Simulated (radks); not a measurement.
Question: The erbium ion Er11+ is in [Kr] 4d10 4f(5/2: 6, 7/2: 2) 5s2 5p(1/2: 1, 3/2: 0). All-electron calculation, Dirac Kohn-Sham, relativistic LDA (MacDonald-Vosko exchange, VWN5 correlation), spin-unpolarised, spherical densities, finite nucleus; Fermi nuclear charge, rms radius of each element as measured or else 0.836 A^(1/3) + 0.57 fm. Program: a radial shooting solver on a logarithmic mesh with Libxc functionals. Sub-shells are occupied by j as written (lower j first in brackets). One electron is removed from 4f5/2, 5p1/2, 5s1/2, 4f7/2 in turn, with full relaxation. Which removal costs least, and what does each cost?

Answer: 5p1/2 212.53 eV; 4f7/2 221.44 eV; 4f5/2 222.99 eV; 5s1/2 240.13 eV. The 5p1/2 electron leaves first.
